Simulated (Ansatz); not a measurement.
`C#C[SiH2]N`, relaxed with RKS PBE0-D4/def2-TZVP in the Gaussian-basis code of Ansatz from a PBE-D4/def2-SVP geometry. The force threshold is 0.005 eV/Å; the program also tests the step.

The species carries charge 0 and has multiplicity 1.

Start:

```xyz
9

C    -0.261    2.320   -0.702
C    -0.409    1.153   -0.341
Si   -0.562   -0.611    0.205
N     0.941   -1.465    0.420
H    -0.135    3.347   -1.019
H    -1.354   -1.338   -0.843
H    -1.280   -0.609    1.525
H     1.557   -1.150    1.175
H     1.502   -1.647   -0.418
```

| step | energy (eV) | largest force (eV/Å) | largest move (Å) |
| --- | --- | --- | --- |
| 1 | -11516.0124 | 1.809 | 0.000 |
| 2 | -11516.0696 | 0.259 | 0.043 |
| 3 | -11516.0743 | 0.125 | 0.010 |
| 4 | -11516.0757 | 0.131 | 0.033 |
| 5 | -11516.0770 | 0.026 | 0.028 |
| 6 | -11516.0770 | 0.007 | 0.002 |
| 7 | -11516.0770 | 0.000 | 0.000 |

End:

```xyz
9

C    -0.275    2.302   -0.697
C    -0.390    1.154   -0.341
Si   -0.542   -0.594    0.200
N     0.939   -1.428    0.407
H    -0.177    3.316   -1.011
H    -1.327   -1.300   -0.840
H    -1.252   -0.582    1.501
H     1.538   -1.192    1.183
H     1.486   -1.678   -0.401
```

Run time 31 s (2 threads of an Intel Xeon Platinum 8259CL on a shared host); peak host memory 0.33 GiB.
